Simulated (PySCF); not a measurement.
NMR data simulated for an unnamed compound:

$^{1}$H NMR (400 MHz, computed): δ 7.65 (m, 2H), 7.63 (m, 1H), 7.59 (m, 2H), 3.61 (m, 1H), 0.88 (m, 2H), 0.75 (m, 2H).

$^{13}$C{$^{1}$H} NMR (computed): δ 139.3 (CH), 137.2 (C), 135.2 (CH), 133.2 (CH), -0.6 (CH2).

- GIAO PBE0/pcSseg-1 shieldings
- GFN2-xTB geometry
- program: PySCF 2.14.0 with density-fitted response routines
- no solvent, non-relativistic Hamiltonian, equivalent nuclei averaged, one computed conformer

Scale: TMS for $^{1}$H (σ = 31.72 ppm) and $^{13}$C (σ = 186.93 ppm) (reference shieldings calculated alike).

Problem. Which of these does the molecule contain: a tert-butyl group, a three-membered ring, an N-methyl group, a non-aromatic C=C double bond, a benzene ring, a Si–H bond?

Solution. 
- A tert-butyl group: no.
- A three-membered ring: yes.
- An N-methyl group: no.
- A non-aromatic C=C double bond: no.
- A benzene ring: yes.
- A Si–H bond: yes (δH 3.61 (m)).

The data belong to SMILES c1ccc([SiH]2CC2)cc1, C8H10Si; they needn't prove each group on their own.

Carbon signals by region: 4 in the sp2 and nitrile region (100–160 ppm), 1 below 50 ppm.

Shifts are as computed. Against solution values, carbons near 30 ppm lie about +3 ppm off and those near 130 ppm about +5 ppm. Of 1211 compounds with measured shifts, 218 miss one by over three times the rms of a fit or turn the order of signals round; such compounds aren't used in these exercises. Multiplicities follow the n + 1 count of equivalent neighbours, as no J values were calculated; m marks all less simple cases, F and P coupling included.
